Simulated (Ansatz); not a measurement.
Basis-set extrapolation for F2H4O2Si2 (`O[SiH](F)O[SiH2]F`) (PBE0-D4/def2-TZVP geometry, frozen core, Ansatz 0.2.0). Multiplicity 1, RHF reference.

|  | def2-TZVPP | def2-QZVPP |
| --- | --- | --- |
| HF | -929.300707 | -929.337720 |
| MP2 correlation | -1.203373 | -1.310942 |
| CCSD(T) correlation | -1.265716 | not run |

Energies in hartree. Use E(X) = E(∞) + A·exp(−7.88·√X) for Hartree–Fock and E(X) = E(∞) + B·X^(−2.97) for correlation, with X = 3 and 4, and add CCSD(T) minus MP2 of the smaller set to the MP2 limit.

**Question.** What is the CCSD(T) energy at the basis-set limit?

**Answer.** HF limit: -929.337720 + (-0.037013) × 0.13774 = -929.34282. MP2 limit: -1.310942 + (-0.107569) × 0.74074 = -1.39062. Higher-order term: -1.265716 − (-1.203373) = -0.06234. Total: -930.79578 hartree, 143.9 kcal/mol below CCSD(T)/def2-TZVPP.
